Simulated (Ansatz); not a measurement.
Consider the ligand exchange at the Sn–C bond: `[CH3][Sn]([F])([F])[Cl]` + HBr → `[F][Sn]([F])([Cl])[Br]` + CH₄.

Calculated with Ansatz (gas phase, PBE0-D4/def2-TZVP geometries, no zero-point term in ΔE). CBS: MP2 limit from def2 TZ/QZ plus the TZ coupled-cluster correction, frozen cores. This one scheme is used for every species. def2 core potentials past Kr. For Br, Sn outer-core shells are correlated without core-valence functions, which leaves a few kJ/mol of doubt a bond. Scalar relativity is left out up to krypton.

| level | ΔE (kJ/mol) |
| --- | --- |
| CCSD/def2-SVP | -88.4 |
| CCSD/def2-TZVPP | -78.4 |

What does CCSD(T)/CBS give? (An estimate is asked.)

The calculation gave: -84.8 kJ/mol. The listed levels differ from it by -3.6, 6.4 kJ/mol.

Largest T1 diagnostic among the species: 0.013.

Leaving LDA and LC-ωPBE aside and taking each functional with its dispersion term where it has one, the values, not all of them listed here, spread over 9.4 kJ/mol, from B97M-V to ωB97M-V. LDA lies +8.0 kJ/mol from PBE without D4. At CCSD(T), def2-SVP lies −3.7 kJ/mol from the extrapolated value and def2-TZVPP +6.8 kJ/mol.
